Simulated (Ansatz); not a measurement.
Relaxation of Mg3O2⁺ with UKS PBE-D4/def2-SVP.

```sh
$ ansatz run in.yaml --threads 4 --pin off --events-out ev --progress --plain --max-ram 3916MiB
```

```yaml
crystal:
  periodic: [false, false, false]
  atoms:
    - {symbol: Mg, position_ang: [-0.005750, -0.004080, 0.007560]}
    - {symbol: Mg, position_ang: [0.054130, -3.041080, -1.723370]}
    - {symbol: Mg, position_ang: [-0.041460, 3.049470, 1.708610]}
    - {symbol: O, position_ang: [0.020020, -1.529770, -0.858850]}
    - {symbol: O, position_ang: [-0.026940, 1.525460, 0.866050]}
basis:
  gaussian: {orbitals: def2-SVP}
total_charge: 1
magnetization: {spin_polarized: true, initial_magnetization: 1}
hamiltonian: {xc: pbe, dispersion: d4}
scf: {omitted_lower_state_checks: [starts]}
output: {orbitals: {seedname: orbitals}}
relax: {f_tol: 0.02, max_steps: 100}
```

Run time 4.6 s (4 threads of Arm Neoverse V2 on a shared host).

Positions (Å) and forces (eV/Å) at steps 1, 2, 3 of 3:

```xyz
5
step=1 energy=-20400.8420 eV
Mg   -0.006   -0.004    0.008   -0.004   -0.016   -0.003
Mg    0.054   -3.041   -1.723    0.023   -1.120   -0.639
Mg   -0.041    3.049    1.709   -0.012    1.127    0.626
O     0.020   -1.530   -0.859    0.000   -0.272   -0.149
O    -0.027    1.525    0.866   -0.007    0.280    0.165
5
step=2 energy=-20400.9638 eV
Mg   -0.005   -0.004    0.006   -0.001   -0.007   -0.003
Mg    0.054   -3.090   -1.750    0.011   -0.579   -0.329
Mg   -0.043    3.097    1.737   -0.007    0.581    0.324
O     0.021   -1.557   -0.874    0.001   -0.139   -0.076
O    -0.027    1.553    0.881   -0.003    0.144    0.084
5
step=3 energy=-20401.0145 eV
Mg   -0.001   -0.001    0.001   -0.001    0.000    0.000
Mg    0.051   -3.153   -1.779   -0.001    0.014    0.008
Mg   -0.048    3.155    1.776    0.000   -0.014   -0.007
O     0.024   -1.590   -0.896    0.001   -0.005   -0.003
O    -0.026    1.589    0.898    0.001    0.006    0.002
```

The gap within one spin of the charge 1 doublet nearly closes, so an electron or hole may be smeared out by delocalisation error. Another isomer (doublet) lies 0.36 eV lower at PBE0-D4/def2-TZVP; other spin states weren't run for this one.
